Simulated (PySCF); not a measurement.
# What a mistake does to a calculation on GeH5NOSi

These are calculations, not measurements. The program is PySCF 2.14.0, an open-source quantum chemistry code, run on an isolated molecule that a program drew, which may never have been made. The molecule is GeH5NOSi (charge 0, singlet), drawn as the SMILES string `N[Si][GeH2][OH]`.

Each row is a Hartree-Fock (HF) and frozen-core CCSD(T) single point in the cc-pV(D+d)Z basis, meant for a local HF minimum. Run 1 is clean. Each other run has one planted mistake out of seven kinds, and not every kind appears here: one electron removed, one electron added, multiplicity raised by two, geometry at a saddle point, minimal basis STO-3G, one bond length entered in bohr, all coordinates scaled. The reference is restricted for singlets and unrestricted otherwise, and also for a bond in bohr. Adding or removing an electron swaps singlet and doublet. Electrons count all cores. HOMO and LUMO are orbital energies over both spins, the gradient is its largest component, and the lowest frequency (negative if imaginary) is given only where the gradient is small. Bond lengths are over the 8 bonds as drawn. T1 is the CCSD diagnostic: over 0.02 (restricted) or 0.045 (unrestricted) a single reference is doubtful. Germanium has the cc-pVDZ-PP basis, with a core potential (ECP10MDF) in place of its 10 inner electrons, and its 3s, 3p and 3d shells are frozen in CCSD(T).

Geometry of the clean run:
```xyz
9
GeH5NOSi, angstrom
N    -1.4974    0.5783   -3.2545
Si   -2.3189    0.0293   -1.8685
Ge   -0.4832    0.4570   -0.2627
O    -0.1085   -1.0300    0.6776
H    -0.5561    0.9197   -3.3188
H    -1.9385    0.5601   -4.1562
H    -0.8132    1.5836    0.7409
H     0.8631    0.7964   -0.9273
H    -0.7976   -1.3104    1.2620
```

```
run  electrons  basis functions  <S^2>  HOMO (eV)  LUMO (eV)  gradient (hartree/bohr)  lowest frequency (cm^-1)  mean bond (Å)  longest bond (Å)      T1  HF (hartree)  CCSD(T) (hartree)                          mistake
  1         66               99  0.000      -8.14       1.33                  4.8e-06                        31         1.5018             2.476  0.0165    -714.54603         -715.14663                         no fault
  2         66               99  0.841      -8.45       1.14                  2.4e-02                         -         1.6134             2.476  0.0526    -714.41029         -715.01666  one bond length entered in bohr
  3         67               99  0.769      -0.27       7.79                  4.5e-02                         -         1.5018             2.476  0.0177    -714.52534         -715.12973               one electron added
  4         66               99  0.000      -8.33       0.96                  4.7e-02                         -         1.5934             2.627  0.0196    -714.51792         -715.13291           all coordinates scaled
  5         65               99  0.785     -15.69      -6.23                  5.4e-02                         -         1.5018             2.476  0.0259    -714.28297         -714.86308                                ?
```

**Which mistake was planted in run 5, and what did it cost?**

It counts 65 electrons, one fewer than the clean run, at the same geometry and basis. So the mistake is: one electron removed. Subtracting run 1 and multiplying by 627.51 kcal/mol a hartree, the energy moved by 165.1 kcal/mol in HF and 177.9 kcal/mol in CCSD(T).

Cautions from the logs. Run 2: T1 is over the limit, so its CCSD(T) energy is less reliable; run 3: the added electron raises the CCSD(T) energy, so it isn't bound in this basis.
